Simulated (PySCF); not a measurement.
Radial density of Zn²⁺ (zinc, charge +2)

UHF, [Ar] 3d10, closed-shell 1S. All numbers are calculated (PySCF 2.14, scalar relativity by spin-free X2C-1e, in cc-pVDZ-DK).

| r (bohr) | 4πr²ρ (e/bohr) |
| --- | --- |
| 0.000893 | 0.2895 |
| 0.00150 | 0.7202 |
| 0.00253 | 1.753 |
| 0.00425 | 4.115 |
| 0.00715 | 9.099 |
| 0.0120 | 18.09 |
| 0.0202 | 29.92 |
| 0.0340 | 36.70 |
| 0.0572 | 31.39 |
| 0.0963 | 31.72 |
| 0.162 | 42.05 |
| 0.272 | 24.93 |
| 0.458 | 22.26 |
| 0.771 | 20.04 |
| 1.30 | 5.037 |
| 2.18 | 0.4726 |
| 3.67 | 0.01189 |

Densities and radii are taken from the X2C orbitals without a picture-change correction, which distorts them close to the nucleus.
